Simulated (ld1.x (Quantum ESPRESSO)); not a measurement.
## What the settings do to the TM potential of mercury (Hg)

Base potential:

ld1.x (Quantum ESPRESSO) 7.5 input, shortened:

```
&input
   title='Hg', zed=80., rel=1, dft='PBE', iswitch=3,
   config='[Xe] 4f14 5d10 6s1 6p0'
 /
 &inputp
   pseudotype=2, tm=.true., lloc=1,
   nlcc=.true., new_core_ps=.true., rcore=1.70
 /
2
6S  1  0   1.00   0.00  1.70  1.70  0.0
6P  2  1   0.00   0.00  2.05  2.05  0.0
 &test
   configts(1)='6s1 6p0'
 /
```

Cutoffs, loose and tight: the cutoffs (Ry, on a coarse ladder) from which the occupation-weighted sum of valence levels, in a spherical-Bessel basis at the reference potential, stays within 10 and 1 mRy of its value at 400 Ry. They do not see the model core or the augmentation charge, which bear on the density cutoff. Test errors are all-electron minus pseudo excitation energies from the reference, over the configurations 6s2 6p0; 6s1.5 6p0; 6s1 6p1; 6s0 6p1; 6s0 6p2. A dash means not determined; rows that change the core or the reference have their own tests. The largest error is taken over the tests solved by every variant that gives reliable tests at all: 6s0 6p1; 6s0 6p2; 6s1.5 6p0; 6s2 6p0.

A true bound ghost makes a file unfit for plane-wave use even where its test errors are small: the radial tests pick states by their node count and pass the ghost by.

Cutoffs are not given where the Bessel-basis levels miss the radial ones by over 6 mRy, ghosts where they miss by over 20 mRy; a channel whose overlap is not positive is not tested.

```csv
change,outcome,"cutoff, loose","cutoff, tight",bound ghosts,largest test error (meV)
base,generated,25 Ry,50 Ry,s,-212
wave 6s (bound): rc 1.70 bohr becomes 6s (bound): rc 1.10 bohr,generated,–,–,not determined,+792
wave 6s (bound): rc 1.70 bohr becomes 6s (bound): rc 1.36 bohr,generated,120 Ry,180 Ry,s,-224
wave 6s (bound): rc 1.70 bohr becomes 6s (bound): rc 1.48 bohr,generated,80 Ry,140 Ry,s,-222
wave 6s (bound): rc 1.70 bohr becomes 6s (bound): rc 1.98 bohr,generated,10 Ry,25 Ry,s,-207
wave 6s (bound): rc 1.70 bohr becomes 6s (bound): rc 2.18 bohr,generated,8 Ry,25 Ry,s,-206
wave 6s (bound): rc 1.70 bohr becomes 6s (bound): rc 2.36 bohr,generated,8 Ry,21 Ry,s,-208
wave 6s (bound): rc 1.70 bohr becomes 6s (bound): rc 2.50 bohr,generated,8 Ry,21 Ry,s,-210
```

Reading the sweep of the s radius (base included, trends over the rows without a ghost): Bound ghosts are found at 1.36, 1.48, 1.7, 1.98, 2.18, 2.36, 2.5 bohr. Every judged row has one, so this setting neither creates nor removes them.
